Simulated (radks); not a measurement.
The numbers below are computed, except where a source is named.
Problem. All-electron atom: Zn+ in [Ar] 3d10 4s1. Code: a radial shooting solver on a logarithmic mesh with Libxc functionals. Model: scalar-relativistic Kohn-Sham, exchange-only LDA, spin-polarised, spherical densities, finite nucleus; open shells are filled with parallel spins first; Fermi nuclear charge, rms radius 3.9283 fm. Some entries of the table are withheld. Estimate them.

orbital,occ.,eigenvalue (Ry),r(max) (bohr)
1s up,1,-699.2935,0.03296
1s down,1,-699.2897,0.03296
2s down,1,-85.54280,0.1896
2s up,1,-85.54047,0.1896
2p down,3,-74.31594,0.1521
2p up,3,-74.31478,0.1521
3s down,1,-10.04676,0.5888
3s up,1,-10.04576,0.5888
3p up,3,(1),0.5923
3p down,3,(2),0.5922
3d up,5,-1.36915,(3)
3d down,5,-1.35063,(4)
4s up,1,-1.02393,2.003
4s down,0,-0.88939,1.967

Solution. 
(1) 3p up eigenvalue (Ry): -6.71432
(2) 3p down eigenvalue (Ry): -6.71311
(3) 3d up r(max) (bohr): 0.5648
(4) 3d down r(max) (bohr): 0.5635
